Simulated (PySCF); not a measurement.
TiH4, SMILES [TiH4], multiplicity 1. Geometry: B3LYP-D3(BJ)/def2-TZVPD. The spin state was assumed, not searched.

All values below come from B3LYP-D3(BJ)/def2-TZVPD run with PySCF.

Harmonic wavenumbers (cm⁻¹): 530, 530, 530, 616, 616, 1739, 1739, 1740, 1798. Rotational constants (GHz): 65.28, 65.28, 65.28; symmetry number 12.

Problem. Work out the zero-point energy and the ideal-gas rigid-rotor harmonic-oscillator thermochemistry at 298.15 K and 1 atm.

Solution. ZPE = ½ Σ hcν = ½ × 9838 cm⁻¹ = 58.84 kJ/mol. H − E(el) = 71.17 kJ/mol. Entropy in J/(mol K): translation 158.00, rotation 53.39, vibration 10.98, total 222.37. G − E(el) = 4.87 kJ/mol. Cp = 56.97 J/(mol K).
